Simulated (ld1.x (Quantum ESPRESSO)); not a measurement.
**What the settings do to the TM potential of iodine**

Base potential:

* Element: I
* Generator: ld1.x (Quantum ESPRESSO) 7.5
* Type: norm-conserving Troullier–Martins (Kleinman–Bylander form)
* Functional: LDA (PZ)
* Relativity: fully relativistic
* Frozen core: [Kr]
* Valence charge: 17
* Reference configuration: 4d10 5s1.75 5p5.25
* Partial waves: 5s (bound): rc 1.50 bohr; 5p (bound): rc 1.75 bohr; 4d (bound): rc 1.50 bohr
* Local potential: all-electron potential smoothed inside 1.60 bohr (lloc = -1)
* Core correction: a·sin(br)/r model core, default radius (core density twice the valence density)

Open shells are filled in proportion to 2j + 1 (rel_dist='average').

All-electron outer shells of the reference configuration (LDA (PZ), scalar-relativistic, ld1.x):

| shell | level (eV) | outermost node (bohr) | outermost maximum (bohr) |
| --- | --- | --- | --- |
| 4s | -180.50 | 0.37 | 0.68 |
| 4p | -127.68 | 0.37 | 0.72 |
| 4d | -50.66 | 0.35 | 0.78 |
| 5s | -17.84 | 0.88 | 1.70 |
| 5p | -7.38 | 0.96 | 2.02 |

Cutoffs, loose and tight: the cutoffs (Ry, on a coarse ladder) from which the occupation-weighted sum of valence levels, in a spherical-Bessel basis at the reference potential, stays within 10 and 1 mRy of its value at 400 Ry. They do not see the model core or the augmentation charge, which bear on the density cutoff. Test errors are all-electron minus pseudo excitation energies from the reference, over the configurations 4d10 5s2 5p5; 4d10 5s2 5p4; 4d10 5s2 5p3; 4d10 5s2 5p4.5; 4d10 5s2 5p1; 4d9 5s2 5p6; 4d10 5s1 5p5. A dash means not determined; rows that change the core or the reference have their own tests.

A true bound ghost makes a file unfit for plane-wave use even where its test errors are small: the radial tests pick states by their node count and pass the ghost by.

```tsv
change	outcome	cutoff, loose	cutoff, tight	bound ghosts	largest test error (meV)
base	generated	100 Ry	180 Ry	s	-196
wave 4d (bound): rc 1.50 bohr becomes 4d (bound): rc 0.98 bohr	generated	140 Ry	200 Ry	s	-239
wave 4d (bound): rc 1.50 bohr becomes 4d (bound): rc 1.28 bohr	generated	110 Ry	180 Ry	s	-229
wave 4d (bound): rc 1.50 bohr becomes 4d (bound): rc 1.48 bohr	generated	100 Ry	180 Ry	s	-204
wave 4d (bound): rc 1.50 bohr becomes 4d (bound): rc 1.72 bohr	generated	90 Ry	160 Ry	s	-111
wave 4d (bound): rc 1.50 bohr becomes 4d (bound): rc 1.92 bohr	generated	80 Ry	140 Ry	s	+68
wave 4d (bound): rc 1.50 bohr becomes 4d (bound): rc 2.14 bohr	generated	70 Ry	120 Ry	s	+130
```

Reading the sweep of the d radius (base included, trends over the rows without a ghost): Bound ghosts are found at 0.98, 1.28, 1.48, 1.5, 1.72, 1.92, 2.14 bohr. Every judged row has one, so this setting neither creates nor removes them.
